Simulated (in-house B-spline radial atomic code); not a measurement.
Cr. Computed with a B-spline radial atomic code. Model: non-relativistic spherical atom: semilocal Troullier-Martins pseudo-atom, one channel per l, against all electrons, high spin, G0W0 and RPA with empty states to l = 8, local potential for every l without a channel, a model core (radius 0 = none) keeps its share of the functional.

What the tables leave out is listed at the end.

The pseudopotential gives back the lowest level of each angular momentum of its own functional in the configuration it was made in; a second state of the same l is only approximately right. Exact exchange, RPA and GW see the smooth pseudo-orbitals and miss the exchange with the core, for which the functional's share stands in. The column with an uncorrelated core keeps all orbitals and exact exchange, and so separates missing core correlation from pseudisation. Only the three outermost levels and the lowest empty one were computed. RPA here is direct RPA, with no exchange kernel, and its energies carry an (l + 1/2)⁻⁴ tail. A hybrid on a potential with a model core restores only its own semilocal share of the core's exchange.

Command:
```bash
python run_psgw.py task.json out
```
Settings (lengths in bohr, energies in hartree):
```
Z                      24
electrons              24
configuration          [Ar] 3d5 4s1
generated_in           [Ar] 3d5 4s1
functional             lda,vwn
core_shells            4
radius_factor          1.15
core_correction        True
ion_configuration      [Ar] 3d5
```

Time taken, with all properties: 26 s on 1 thread of Intel(R) Xeon(R) 6975P-C (Granite Rapids), on a shared host.

Given: made with LDA VWN5; model core radius 0.47 bohr; local radius 1.255 bohr; mean-field start PBE0.

Valence shells of the generating configuration: 3p, 4s, 3d.

Channel: s 3.171, p 0.917, d 2.76 (radii in bohr).

Computed: largest level miss in the spin-unpolarised generating configuration 0 eV; valence RPA correlation energy all-electron orbitals -0.67372 hartree; valence RPA correlation energy pseudo -0.74997 hartree; all-electron RPA polarisability, core included 43.227 bohr³; pseudo-atom RPA polarisability 39.173 bohr³; ionisation by RPA all-electron 7.1765 eV; ionisation by RPA pseudo minus all 1.025 eV.

| level | occupied | mean-field all-electron (eV) | mean-field pseudo minus all (eV) | G0W0 all-electron (eV) | G0W0 uncorrelated core minus all (eV) | G0W0 pseudo minus all (eV) | exchange self-energy all-electron (eV) | exchange self-energy pseudo (eV) |
| --- | --- | --- | --- | --- | --- | --- | --- | --- |
| 4s up | 1 | -4.8496 | -0.21 | -7.1889 | -0.023 | -0.776 | -9.7467 | -11.133 |

Q: What is the ionisation by mean-field all-electron?

A: 6.9264 eV.

Q: What is the ionisation by mean-field pseudo minus all?

A: 0.297 eV.

Among the listed levels the largest G0W0 shift of the pseudo-atom is -0.78 eV, for 4s up on the PBE0 start, while leaving the core uncorrelated moves that level by -0.02 eV. So pseudisation and the lost core exchange, not the missing core correlation, make the error. Not in the tables (levels of low weight, unsolved or above zero; the highest and the empty levels are kept at any weight): on LDA, a start not tabulated, the G0W0 levels 3d up (pseudo minus all +0.12 eV, weights 0.57 and 0.53), 4s up (pseudo minus all -0.55 eV, weights 0.64 and 0.79), 3p down (pseudo minus all +0.07 eV, weights 0.50 and 0.44), 4s down (pseudo minus all -0.14 eV, weights 0.83 and 0.82); on PBE0 the G0W0 levels 3d up (pseudo minus all +0.37 eV, weights 0.75 and 0.70), 3p down (pseudo minus all +1.54 eV, weights 0.69 and 0.66), 4p up (pseudo minus all +0.10 eV, weights 0.95 and 0.94); no Hartree-Fock pseudo-atom is run with a model core.
